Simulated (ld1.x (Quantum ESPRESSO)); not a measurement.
# What one change does to a pseudopotential (Nb, RRKJ)

ld1.x (Quantum ESPRESSO) 7.5 input, shortened:

```
&input
   title='Nb', zed=41., rel=1, dft='PBE', iswitch=3,
   config='[Kr] 4d4 5s0.5 5p0.5'
 /
 &inputp
   pseudotype=2, tm=.false., rho0=0.005, lloc=1,
   nlcc=.false.
 /
3
5S  1  0   0.50   0.00  2.95  2.95  0.0
4D  3  2   4.00   0.00  1.70  1.70  0.0
4P  2  1   6.00   0.00  1.50  1.50  0.0
 &test
   configts(1)='4p6 4d4 5s0.5 5p0.5'
 /
```

Occupied shells without a wave of their own: 5p. They enter only through the test configuration that unscreens the potential.

Change: local potential all-electron potential smoothed inside 1.30 bohr (lloc = -1).

Cutoffs: the cutoffs (Ry, on a coarse ladder) from which the occupation-weighted sum of valence levels, in a spherical-Bessel basis at the reference potential, stays within 10 and 1 mRy of its value at 400 Ry; they do not see the model core or the augmentation charge, which bear on the density cutoff. Errors are all-electron minus pseudo energies relative to the spin-unpolarised reference configuration.

Question: How do hardness, ghosts and transferability respond?

Answer: The potential gets harder (50 Ry and 90 Ry → 60 Ry and 90 Ry); both files keep a bound ghost (s); of the 7 tests that both files solve, the error grows in 1 and shrinks in 6 by more than 15 % and 0.3 meV (median size 12.2 → 6.1 meV); the range in which the s phases agree narrows (upper end 2.7 → 0.5).

```tsv
quantity	base	changed
cutoff, loose	50 Ry	60 Ry
cutoff, tight	90 Ry	90 Ry
loose cutoff by channel (10 mRy a level)	s 12 Ry, d 30 Ry, p 35 Ry	s 12 Ry, p 45 Ry, d 30 Ry
bound ghosts	s	s
error for 4p6 4d4 5s1 5p0, meV [ΔE -1.45 eV]	-7.1	-5.3
error for 4p6 4d4 5s0 5p0, meV [ΔE 5.18 eV]	-15	-11
error for 4p6 4d3 5s0 5p0, meV [ΔE 19.22 eV]	-12	-6.1
error for 4p6 4d3 5s1 5p0, meV [ΔE 5.56 eV]	-41	-4.5
error for 4p6 4d4.5 5s0.5 5p0, meV [ΔE -0.90 eV]	-6.9	-4.2
error for 4p6 4d1 5s0 5p0, meV [ΔE 80.85 eV]	+20	+25
error for 4p6 4d4 5s0.5 5p0, meV [ΔE 1.18 eV]	-10	-7.6
s: phases at 3.21 bohr within 0.05 rad from the reference energy up to (Ry; the scan ends near 5)	2.7	0.5
p: phases at 3.21 bohr within 0.05 rad from the reference energy up to (Ry; the scan ends near 5)	3.8	3.8
d: phases at 3.21 bohr within 0.05 rad from the reference energy up to (Ry; the scan ends near 5)	to the end of the scan	to the end of the scan
```

Changed file: These tests converged, but a pseudo level misses the all-electron one widely, so the file describes the atom poorly there or has found another state: 4p6 4d1 5s0 5p0: empty 5s by 5.3 eV (a node warning on the way). A true bound ghost makes a file unfit for plane-wave use even where its test errors are small: the radial tests pick states by their node count and pass the ghost by.
